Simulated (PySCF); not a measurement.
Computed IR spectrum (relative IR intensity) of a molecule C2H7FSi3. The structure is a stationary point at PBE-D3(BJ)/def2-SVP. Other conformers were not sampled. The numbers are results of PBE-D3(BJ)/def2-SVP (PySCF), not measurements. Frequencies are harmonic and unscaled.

Lines under 2 % of the strongest are left out, and lines within 2 cm⁻¹ are merged.

| ν (cm⁻¹) | relative intensity |
|---|---|
| 251 | 2.6 |
| 345 | 3.9 |
| 451 | 4.4 |
| 514 | 2.9 |
| 636 | 19 |
| 703 | 3.6 |
| 740 | 100 |
| 798 | 39 |
| 832 | 19 |
| 844 | 3.5 |
| 884 | 39 |
| 898 | 80 |
| 908 | 2.2 |
| 934 | 46 |
| 2146 | 7.8 |
| 2154 | 11 |
| 2159 | 16 |
| 2163 | 7.5 |
| 2173 | 21 |
| 2180 | 24 |
| 2199 | 22 |
| 2204 | 27 |

Q: Which structure fits?
A) F[SiH2]C#C[SiH2][SiH3]
B) F[Si@]1([SiH3])C=C[SiH2]1
C) F[SiH2][SiH2]C#C[SiH3]
D) FC1=C[SiH2][SiH2][SiH2]1

A: A, F[SiH2]C#C[SiH2][SiH3]
